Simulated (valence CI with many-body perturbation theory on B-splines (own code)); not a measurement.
**I⁴⁸⁺: electric-dipole lines**

Method: valence CI with perturbative core correlation (CI+MBPT): three valence electrons over a frozen Dirac-Fock core [He], a basis of 11 s, 11 p, 10 d, 8 f, 5 g, 2 h functions for each j, with the one-electron correlation potential Σ1, the two-electron term Σ2, the three-electron term Σ3, Breit, model QED; selected CI, second order for the rest, scaled by the run's own slope (own B-spline code, finite nucleus).

The last digits are not significant, and no measured levels were compared; by estimate large intervals hold to a few tenths of a per cent, small ones and those within an open d or f shell to about a per cent.

Lines 1 to 50 of 468 in falling wavelength, among levels below 7204.4 eV, chosen from the strongest by gf and those to the six lowest levels. Wavelengths and rates use the calculated energies. Electric multipoles are in the length gauge, E1 and E2 with the static RPA response of the core. Weak lines are less certain than strong ones. Lines between different terms over intervals too small for the method are left out, as are lines whose strength nearly cancels. The highest levels of a list are the least certain.

Levels are named by their leading jj configuration (3d3/2^4 stands for four electrons in 3d with j = 3/2), which in mixed levels can hold well under half, so a name can repeat and another be missing. Letters in brackets count levels of one name in rising energy.

```csv
λ vac (nm),Upper,Lower,A (s⁻¹),log gf,Branch %
88.75,(2s 2p1/2 4f7/2) J=7/2 [a],(2s 2p1/2 4d5/2) J=5/2 [a],1.23e+08,-0.93,0.0
87.31,(2s 2p1/2 4f7/2) J=9/2,(2s 2p1/2 4d5/2) J=7/2,1.36e+08,-0.81,0.0
81.49,(2s^2 4f7/2) J=7/2,(2s^2 4d5/2) J=5/2,1.67e+08,-0.88,0.0
60.00,(2p1/2^2 4f5/2) J=5/2,(2p1/2^2 4d3/2) J=3/2,3.96e+08,-0.89,0.0
57.69,(2s^2 4f5/2) J=5/2,(2s^2 4d3/2) J=3/2,4.37e+08,-0.88,0.0
56.63,(2s 2p1/2 4f5/2) J=5/2 [a],(2s 2p1/2 4d3/2) J=3/2 [a],4.56e+08,-0.88,0.0
55.30,(2s 2p1/2 4f5/2) J=7/2,(2s 2p1/2 4d3/2) J=5/2,4.62e+08,-0.77,0.0
52.10,(2s 2p3/2 4p1/2) J=3/2,(2s 2p3/2 4s) J=5/2,7.56e+08,-0.91,0.0
49.43,(2s 2p3/2 4p1/2) J=5/2,(2s 2p3/2 4s) J=5/2,5.96e+08,-0.88,0.0
45.43,(2s 2p1/2 4d5/2) J=7/2,(2s 2p1/2 4p3/2) J=5/2,1.51e+09,-0.43,0.0
44.97,(2s 2p1/2 4d5/2) J=5/2 [a],(2s 2p1/2 4p3/2) J=3/2 [a],1.45e+09,-0.58,0.0
44.58,(2p1/2^2 4d5/2) J=5/2,(2p1/2^2 4p3/2) J=3/2,1.65e+09,-0.53,0.0
43.22,(2s^2 4d5/2) J=5/2,(2s^2 4p3/2) J=3/2,1.73e+09,-0.54,0.0
42.59,(2s 2p1/2 4d5/2) J=5/2 [b],(2s 2p1/2 4p3/2) J=3/2 [b],1.61e+09,-0.58,0.0
40.94,(2s 2p1/2 4d5/2) J=3/2,(2s 2p1/2 4p3/2) J=1/2,1.62e+09,-0.79,0.0
23.26,(2s 2p1/2 4d3/2) J=3/2 [b],(2s 2p1/2 4p1/2) J=1/2 [b],4.96e+09,-0.79,0.0
22.89,(2s 2p1/2 4d3/2) J=1/2,(2s 2p1/2 4p1/2) J=1/2 [b],8.43e+09,-0.88,0.0
22.08,(2p1/2^2 4d3/2) J=3/2,(2p1/2^2 4p1/2) J=1/2,1.12e+10,-0.48,0.0
21.92,(2s 2p1/2 4d3/2) J=3/2 [a],(2s 2p1/2 4p1/2) J=1/2 [a],1.10e+10,-0.50,0.0
21.81,(2s^2 4d3/2) J=3/2,(2s^2 4p1/2) J=1/2,1.11e+10,-0.50,0.0
21.70,(2s 2p1/2 4d3/2) J=5/2,(2s 2p1/2 4p1/2) J=3/2,1.03e+10,-0.36,0.0
21.22,(2s 2p1/2 4p3/2) J=1/2,(2s 2p1/2 4s) J=1/2 [b],1.27e+10,-0.77,0.0
20.86,(2s 2p1/2 4p3/2) J=3/2 [b],(2s 2p1/2 4s) J=1/2 [b],9.01e+09,-0.63,0.0
20.48,(2s 2p1/2 4d3/2) J=3/2 [b],(2s 2p1/2 4p1/2) J=3/2,6.10e+09,-0.81,0.0
20.19,(2p1/2^2 4p3/2) J=3/2,(2p1/2^2 4s) J=1/2,1.78e+10,-0.36,0.0
19.89,(2s 2p3/2 3d5/2) J=7/2 [b],(2s 2p3/2 3p3/2) J=5/2 [b],2.46e+09,-0.93,0.0
19.86,(2s^2 4p3/2) J=3/2,(2s^2 4s) J=1/2,1.75e+10,-0.38,0.1
19.79,(2s 2p1/2 4p3/2) J=3/2 [a],(2s 2p1/2 4s) J=1/2 [a],1.79e+10,-0.38,0.0
19.62,(2s 2p1/2 4p3/2) J=5/2,(2s 2p1/2 4s) J=3/2,1.90e+10,-0.18,0.1
19.31,(2s 2p1/2 4p3/2) J=3/2 [b],(2s 2p1/2 4s) J=3/2,7.97e+09,-0.75,0.0
19.27,(2s 2p3/2 3d5/2) J=9/2,(2s 2p3/2 3p3/2) J=7/2,4.45e+09,-0.61,35.9
19.06,(2p1/2 2p3/2 3d5/2) J=9/2,(2p1/2 2p3/2 3p3/2) J=7/2,5.30e+09,-0.54,0.4
19.00,(2p3/2^2 3d5/2) J=7/2,(2p3/2^2 3p3/2) J=5/2,4.01e+09,-0.76,0.1
18.80,(2p1/2 2p3/2 3d5/2) J=7/2 [a],(2p1/2 2p3/2 3p3/2) J=5/2 [a],4.93e+09,-0.68,0.0
18.79,(2p3/2^2 3d5/2) J=9/2,(2p3/2^2 3p3/2) J=7/2,5.16e+09,-0.56,0.3
18.78,(2s^2 3d5/2) J=5/2,(2s^2 3p3/2) J=3/2,3.51e+09,-0.95,0.0
18.72,(2s 2p1/2 3d5/2) J=7/2,(2s 2p1/2 3p3/2) J=5/2,4.98e+09,-0.68,0.0
18.57,(2p1/2 2p3/2 3d5/2) J=7/2 [b],(2p1/2 2p3/2 3p3/2) J=5/2 [b],4.73e+09,-0.71,0.0
18.43,(2p1/2^2 3d5/2) J=5/2,(2p1/2^2 3p3/2) J=3/2,5.35e+09,-0.79,0.0
18.30,(2p3/2^2 3d5/2) J=5/2 [b],(2p3/2^2 3p3/2) J=3/2 [b],5.38e+09,-0.79,0.0
17.89,(2s 2p1/2 3d5/2) J=5/2 [a],(2s 2p1/2 3p3/2) J=3/2 [a],5.00e+09,-0.84,0.0
17.60,(2p1/2 2p3/2 3d5/2) J=5/2 [b],(2p1/2 2p3/2 3p3/2) J=3/2 [b],4.02e+09,-0.95,0.0
17.01,(2p1/2 2p3/2 3d5/2) J=5/2 [a],(2p1/2 2p3/2 3p3/2) J=3/2 [a],4.50e+09,-0.93,0.0
16.80,(2s 2p1/2 3d5/2) J=5/2 [b],(2s 2p1/2 3p3/2) J=3/2 [b],5.85e+09,-0.83,0.0
16.43,(2s 2p3/2 3d5/2) J=7/2 [a],(2s 2p3/2 3p3/2) J=5/2 [a],5.15e+09,-0.78,0.0
10.63,(2p1/2 2p3/2 3p3/2) J=7/2,(2s 2p3/2 3p3/2) J=5/2 [b],2.24e+10,-0.52,0.0
9.935,(2p1/2 2p3/2 3p3/2) J=5/2 [b],(2s 2p3/2 3p3/2) J=3/2 [b],1.40e+10,-0.91,0.0
9.920,(2s 2p1/2 3p3/2) J=5/2,(2s^2 3p3/2) J=3/2,1.65e+10,-0.84,0.2
9.548,(2p3/2^2 3p3/2) J=5/2,(2p3/2^2 3s) J=3/2,2.32e+10,-0.72,0.0
9.513,(2s 2p3/2 3p3/2) J=3/2 [a],(2s 2p3/2 3s) J=3/2 [a],2.60e+10,-0.85,0.0
```
